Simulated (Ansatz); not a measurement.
Problem. Name a neutral molecule of C, O, Zn and H with size of the dipole moment (ωB97M-V/def2-TZVPP) between 1.15 and 1.45 D and HOMO energy (PBE0/def2-TZVPP) between -7.50 and -7.20 eV (Ansatz, PBE0-D4/def2-TZVP geometry).

Solution. `C[O][Zn][O]C` (1.40 D, -7.47 eV). Other molecules can fit too; these were computed, each in one conformer that needn't be the lowest.
